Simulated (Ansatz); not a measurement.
Input for Ansatz (a quantum-chemistry and plane-wave program): R-B3LYP-D3(BJ)/def2-TZVP on CH7GeI (a complex). Elements past Kr take the def2 small-core potentials; no spin–orbit coupling.

Ansatz 0.2 input:
```yaml
crystal:
  periodic: [false, false, false]
  atoms:
    - {symbol: Ge, position_ang: [0.12833551, 0.16321011, 0.17219830]}
    - {symbol: H, position_ang: [-1.04990487, -0.54249264, 0.74049938]}
    - {symbol: H, position_ang: [-0.05053497, 0.23757100, -1.30188658]}
    - {symbol: H, position_ang: [1.37639652, -0.56152114, 0.48882215]}
    - {symbol: H, position_ang: [0.17686540, 1.55270825, 0.69736739]}
    - {symbol: C, position_ang: [-1.38481472, 1.21721920, 3.66619939]}
    - {symbol: I, position_ang: [0.41195518, 0.06660661, 3.83212908]}
    - {symbol: H, position_ang: [-1.68085073, 1.22807932, 2.62346054]}
    - {symbol: H, position_ang: [-2.14595822, 0.74771835, 4.27672143]}
    - {symbol: H, position_ang: [-1.17796567, 2.22074998, 4.01612305]}
basis:
  gaussian:
    orbitals: def2-TZVP
hamiltonian:
  xc: b3lyp
  dispersion: d3bj
relax: {f_tol: 0.004, max_steps: 120}
scf: {lower_state_search: off}
```

Q: Give the final energy of this run.

A: -2417.1871 hartree.

Q: How many basis functions does it have, and what does it roughly cost on one machine?

A: 171 functions; around 2.8 core-minutes (rough).
